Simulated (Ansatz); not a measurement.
Basis-set extrapolation for CH5NOSSi (PBE0-D4/def2-TZVP geometry, frozen core, the Gaussian-basis code of Ansatz). Multiplicity 1, RHF reference.

```
                      def2-TZVPP   def2-QZVPP
                 HF  -856.631144  -856.660214
    MP2 correlation    -0.903712    -0.972754
CCSD(T) correlation    -0.989178      not run
```

Energies in hartree. Use E(X) = E(∞) + A·exp(−7.88·√X) for Hartree–Fock and E(X) = E(∞) + B·X^(−2.97) for correlation, with X = 3 and 4, and add CCSD(T) minus MP2 of the smaller set to the MP2 limit.

Q: What is the CCSD(T) energy at the basis-set limit?

A: HF limit: -856.660214 + (-0.029070) × 0.13774 = -856.66422. MP2 limit: -0.972754 + (-0.069042) × 0.74074 = -1.02390. Higher-order term: -0.989178 − (-0.903712) = -0.08547. Total: -857.77359 hartree, 96.2 kcal/mol below CCSD(T)/def2-TZVPP.
